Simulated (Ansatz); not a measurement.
H3GeIMg, singlet, at a GFN2-xTB geometry (such geometries of metal compounds can be far from the true shape) (all electrons, no relativity), with bond 4-3 at 2.4 times its length; CASSCF(4,6)/STO-3G run with Ansatz (a first-principles code).

Input for Ansatz:
Ansatz 0.2 input:
```yaml
crystal:
  periodic: [false, false, false]
  atoms:
    - {symbol: Mg, position_ang: [0.33289450, 0.27684201, 0.80076937]}
    - {symbol: I, position_ang: [-0.40192182, 1.17250773, -1.53744338]}
    - {symbol: Ge, position_ang: [0.49462928, -1.81354471, 2.03225985]}
    - {symbol: H, position_ang: [2.33950410, -4.35214272, 0.17619081]}
    - {symbol: H, position_ang: [1.05627126, -2.03718835, 3.41306945]}
    - {symbol: H, position_ang: [-0.84061288, -2.52310093, 2.17098408]}
basis:
  gaussian:
    orbitals: STO-3G
hamiltonian:
  xc: hf
magnetization: {spin_polarized: false}
correlation: {active_space: {window: {electrons: 4, orbitals: 6}}}
```

### Question
Write the output that Ansatz gives for this input, abridged.

### Answer

```
Functional definition: HF
577 factors; integrals over basis functions are off by at most 2.4e-4 eV
mean field evaluation 1: about -247647.1875 eV, gradient 2.0e1 eV
mean field evaluation 2: about -247647.1878 eV, gradient 2.0e1 eV
mean field evaluation 4: about -247650.4218 eV, gradient 1.2e1 eV
mean field evaluation 8: about -247653.0828 eV, gradient 2.7e0 eV
mean field evaluation 16: about -247651.6826 eV, gradient 2.0e-2 eV
mean field -247653.14262921 eV, -9101.0851262943 hartree, gradient 5.8e-6 eV, S^2 0.000000; 1 other end points of the search recorded, 0 dependent functions left out
reference -247653.14262921 eV, -9101.0851262943 hartree; 50, 50 occupied and 7, 7 virtual orbitals, 577 factors
state -247658.51988844 eV, -9101.2827369261 hartree
Total energy: -247658.51988844 eV, -9101.2827369261 hartree
```
